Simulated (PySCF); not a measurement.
C5H12S2Si.
Numbering: `[CH3:1][CH:2]([CH3:3])[S:4][Si:5]1([SH:6])[CH2:7][CH2:8]1`

NICS = −σ at a ghost point: NICS(0) at the centroid of the ring atoms, NICS(1) 1 Å to either side along the normal of their mean plane, zz for the tensor component along that normal. Level: GIAO PBE0/pcSseg-1 (PySCF, non-relativistic, gas phase) on the GFN2-xTB geometry, one conformer.

Ring bond lengths (Å), with Mayer bond orders in brackets: Si5–C7 1.883 (0.91), C7–C8 1.546 (0.88), C8–Si5 1.873 (0.96).

Problem. Give the NICS values of each ring in ppm.

Solution. 
```csv
ring,type,NICS(0),"NICS(1), two faces","NICS(1)zz, two faces",rms pucker (Å),"centre to ring atoms, mean (Å)"
Si5–C7–C8,3-membered ring with Si; formal bonds all single,-20.8,-6.0 / -5.8,-9.6 / -9.5,0.00,1.02
```

Problem. What do they say, and how far can they be read as aromaticity?

Solution. 
- Si5–C7–C8: mean NICS(1)zz -9.6 ppm, shielded. Si5, C7, C8 have four or more neighbours, and the NICS criterion for π rings isn't applied. NICS(0) lies 15 ppm below the mean NICS(1).

Problem. What field does 11.7 T along the ring normal induce along that normal at the second NICS(1) probe listed for ring Si5–C7–C8, 1 Å off the ring?

Solution. NICSzz × B0 = -9.5 ppm × 11.7 T = -111 μT, against the applied field.

Problem. List the ring angles and the Hirshfeld charges of the ring atoms.

Solution. 
- Si5–C7–C8: Si5 48.6° (+0.288 e), C7 65.4° (-0.180 e), C8 66.0° (-0.173 e); sum 180.0° against 180° for a flat convex ring.

The values belong to the conformer `[CH3:1][CH:2]([CH3:3])[S:4][Si:5]1([SH:6])[CH2:7][CH2:8]1`: C1–C2–S4–Si5 -71°, C2–S4–Si5–S6 -40°, H–S6–Si5–S4 -166°.
